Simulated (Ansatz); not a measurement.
Cost and result for the atomization energy of CH₇NSiSn, SMILES `[SiH3]/N=[CH]\[SnH3]` (11 atoms, 10 bonds).

| atom | x (Å) | y (Å) | z (Å) |
| --- | --- | --- | --- |
| Si1 | 0.9012 | 0.5589 | -1.6241 |
| N2 | 1.3262 | -0.6230 | -0.4231 |
| C3 | 0.6825 | -0.9304 | 0.6121 |
| Sn4 | -1.2294 | -0.1282 | 1.3526 |
| H5 | -0.3939 | 1.2364 | -1.3041 |
| H6 | 1.9854 | 1.5686 | -1.6797 |
| H7 | 0.7860 | -0.1334 | -2.9300 |
| H8 | 1.1082 | -1.7097 | 1.2645 |
| H9 | -1.1204 | 1.5430 | 1.6782 |
| H10 | -2.4957 | -0.4148 | 0.2458 |
| H11 | -1.5501 | -0.9674 | 2.8077 |

Charge 0, multiplicity 1. Correlated methods include outer-core shells of Sn, which these sets cover unevenly. Sn: def2 effective core potential. The structure was optimised at the PBE0-D4/def2-TZVP level. Program: Ansatz. All runs use 4 threads of an Arm Neoverse V2 on a shared host. Times are those of one run each, without the atoms' runs, and a repeat can differ threefold. Electronic energies, without spin–orbit coupling; frozen cores. CCSD(T)/CBS adds CCSD(T) − MP2 in def2-TZVPP to the MP2 limit, and its time is that of the two runs behind it. T1 = 0.015. With those shells the extrapolation isn't a true limit. B3LYP takes the VWN-RPA correlation (the form of Gaussian; ORCA's B3LYP/G).

CCSD(T)/CBS is a level of theory with its own doubt, some kJ/mol a heavy atom from the limit and from the frozen cores, so smaller differences don't rank the functionals.

| level | functions | wall time |
| --- | --- | --- |
| PBE-D4/def2-TZVPP (with forces) | 252 | 2.2 s |
| PBE0-D4/def2-TZVPP | 252 | 2.8 s |
| B3LYP-D4/def2-TZVPP (with forces) | 252 | 4.1 s |
| r2SCAN-D4/def2-TZVPP (with forces) | 252 | 4.4 s |
| B2PLYP/def2-TZVPP | 252 | 5 s |
| ωB97X-V/def2-TZVPP | 252 | 7.5 s |
| ωB97M-V/def2-TZVPP (with forces) | 252 | 11 s |
| MP2/def2-QZVPP | 476 | 18 s |
| CCSD(T)/def2-TZVPP | 252 | 2.8 min |
| CCSD(T)/CBS(def2) | – | 3.1 min |

Question: What atomization energy does each give, and how far from CCSD(T)/CBS? (An estimate is asked.)

Answer: The calculation gave: 
```csv
level,atomization (kcal/mol),difference from CCSD(T)/CBS,per bond
PBE-D4/def2-TZVPP (with forces),804.1,3.2,0.3
PBE0-D4/def2-TZVPP,791.1,-9.8,-1.0
B3LYP-D4/def2-TZVPP (with forces),800.6,-0.3,0.0
r2SCAN-D4/def2-TZVPP (with forces),795.0,-5.9,-0.6
B2PLYP/def2-TZVPP,787.3,-13.6,-1.4
ωB97X-V/def2-TZVPP,805.5,4.6,0.5
ωB97M-V/def2-TZVPP (with forces),799.8,-1.1,-0.1
MP2/def2-QZVPP,787.4,-13.5,-1.4
CCSD(T)/def2-TZVPP,778.6,-22.3,-2.2
CCSD(T)/CBS(def2),800.9,0.0,0.0
```

From PBE to PBE0 (25 % exact exchange), in def2-TZVPP and without D4, the atomization energy moves by −12.1 kcal/mol: exact exchange takes away binding that semilocal exchange gives to molecules. The D4 term adds +9.8 kcal/mol with B3LYP and +5.2 kcal/mol with PBE0; it sums over pairs of atoms, weighted by their polarisabilities, and B3LYP, whose exchange is more repulsive, gets the larger term. In def2-TZVPP, CCSD(T) changes the Hartree–Fock value by +219.4 kcal/mol (the triples alone add +12.7 kcal/mol) and MP2 by +214.7 kcal/mol; breaking electron pairs costs correlation energy, which Hartree–Fock lacks.

Spin–orbit coupling would lower the free Sn atoms strongly, and the atomization energy with them, by more than many differences here. For some Ge, Se and Sn compounds the MP2-based and the directly extrapolated limit differ by 10 to 25 kJ/mol.
